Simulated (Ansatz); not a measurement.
Stepwise reaction of `O[SiH](O)[SiH2]Cl` with hydrogen chloride, as a gas-phase model of exchange steps in deposition or etching. ΔE in kJ/mol.

Calculated with Ansatz (gas phase, PBE0-D4/def2-TZVP geometries, no zero-point term in ΔE). CCSD(T)/CBS adds triple-zeta CCSD(T) − MP2 to the extrapolated MP2 energy (def2 sets, frozen cores). This one scheme is used for every species. Functionals use def2-TZVPP. B3LYP here is the variant with VWN-RPA as its local correlation; programs differ in this. One conformer a species, not always the lowest.

```tsv
step	reaction	PBE-D4	B3LYP-D4	ωB97M-V	CCSD(T)/CBS
2	`O[Si](O)(Cl)[SiH2]Cl` + HCl → `O[Si](O)(Cl)[SiH](Cl)Cl` + H₂	-79.8	-78.7	-78.4	-77.1
```

Give the row of step 1, `O[SiH](O)[SiH2]Cl` + HCl → `O[Si](O)(Cl)[SiH2]Cl` + H₂. (Best estimate.)

Ansatz gave: 
```json
{"step": "1", "reaction": "`O[SiH](O)[SiH2]Cl` + HCl → `O[Si](O)(Cl)[SiH2]Cl` + H₂", "PBE-D4": "-103.4", "B3LYP-D4": "-102.4", "ωB97M-V": "-103.5", "CCSD(T)/CBS": "-101.0"}
```

By hand: ΔE of the 2 steps together at CCSD(T)/CBS.

(-101.0) + (-77.1) = -178.1 kJ/mol, or -89.0 kJ/mol a step.

In ΔE each step is higher than the one before. All are downhill at CCSD(T)/CBS. PBE-D4 differs from CCSD(T)/CBS by -2.7 to -2.4 kJ/mol a step. Isolated molecules leave out the surface, adducts and barriers. Largest T1 diagnostic: 0.011.
